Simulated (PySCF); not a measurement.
Cost of excited-state runs on `C=C[C](=O)[GeH2][PH2]`, C3H7GeOP, triplet

Structure with atom numbers: `[CH2:1]=[CH:2][C:3](=[O:4])[GeH2:5][PH2:6]`. Each H is labelled by its parent atom. Ha(C1) is cis to C3; Hb(C1) is trans to C3.

PySCF with density fitting, on 1 thread of an AMD EPYC, shared host. Command: `OMP_NUM_THREADS=1 python excited_run.py task.json out`

Q: How long does each of these runs take, and how much memory?
- open-shell absorption, PBE50/def2-SVP; 8 states; spin flip
- open-shell absorption, wB97X-D/6-311G**; 25 states; Tamm-Dancoff
- open-shell absorption, wB97X-D/def2-SVPD; 10 states; full response

A: 
| run | level | basis functions | wall time | peak memory (GiB) |
| --- | --- | --- | --- | --- |
| open-shell absorption | PBE50/def2-SVP | 141 | 43 s | 0.67 |
| open-shell absorption | wB97X-D/6-311G** | 184 | 3 min | 0.84 |
| open-shell absorption | wB97X-D/def2-SVPD | 201 | 4 min | 0.76 |

Times from a shared host are rough.
